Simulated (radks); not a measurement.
Values are calculated unless marked as measured or tabulated.
Task: Radial electron density D(r) = 4 pi r^2 rho(r) of an atom or ion with 65 electrons. Level of theory: Dirac Kohn-Sham, PBEsol, spin-unpolarised, spherical densities, point nucleus (a radial shooting solver on a logarithmic mesh with Libxc functionals).

```
   r/bohr * D(r) (the largest magnitude, 115, reaches the edge; | marks zero)
 0.002013 |     *
 0.002772 |         *
 0.003817 |               *
 0.005299 |                      *
 0.007298 |                              *
  0.01005 |                                      *
  0.01384 |                                          *
  0.01906 |                                        *
  0.02625 |                                     *
  0.03614 |                                       *
  0.04978 |                                                *
  0.06855 |                                                      *
   0.0944 |                                              *
    0.131 |                                         *
   0.1805 |                                                *
   0.2485 |                                    *
   0.3422 |                    *
   0.4713 |                        *
   0.6491 |                   *
   0.8939 |         *
    1.231 |     *
    1.695 |  *
    2.334 |*
    3.215 *
    4.463 *
    6.146 *
    8.464 *
    11.66 *
```

What is the nuclear charge?

Result: Z = 65. The innermost maximum, from 1s, lies near gamma/Z bohr with gamma = sqrt(1 - (Z/c)^2) = 0.880, here 0.0135 bohr (found: 0.0150), and its height grows with Z. The density is that of neutral terbium in [Xe] 4f9 6s2; the configuration itself is not fixed sharply by these data, and Z only to a few units. D(r) has 4 maxima, at r = 0.0150, 0.0664, 0.185, 0.507 bohr, and minima at 0.0289, 0.121, 0.362 bohr, inside which lie 2.02, 11.15, 29.40 electrons.
